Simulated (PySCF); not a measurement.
**C₆ coefficients of unlike pairs at revPBE**

Calculated with PySCF 2.14 from the dipole response of each species, C₆(A,B) = (3/π) ∫ α_A(iu) α_B(iu) du, in atomic units, from isotropic polarisabilities. For ions this is the dispersion term alone; charge-induced terms of lower order in 1/R come first.

```csv
species,configuration,basis,relativity,α (bohr³),C₆ (like pair)
Cu²⁺,[Ar] 3d9 (2D),"x2c-TZVPPall with one added diffuse shell each of s, p, d, f type (7s6p5d3f1g)",spin-free X2C,3.293,9.104
O⁺,[He] 2s2 2p3 (4S),aug-cc-pCVTZ-DK (7s6p4d2f),spin-free X2C,2.685,5.324
Be²⁺,1s2 (1S),def2-TZVPPD (5s4p1d),none,0.04443,0.008896
```

Question: Estimate C₆ for Be²⁺ with O⁺.

Answer: The integral gives 0.1626. The combination rule 2 C_A C_B / (C_A α_B/α_A + C_B α_A/α_B) gives 0.1514 and the geometric mean 0.2176.

No spin-orbit coupling is included.

The other pairs:

| pair | C₆ |
| --- | --- |
| O⁺, Cu²⁺ | 6.902 |
| Be²⁺, Cu²⁺ | 0.2351 |
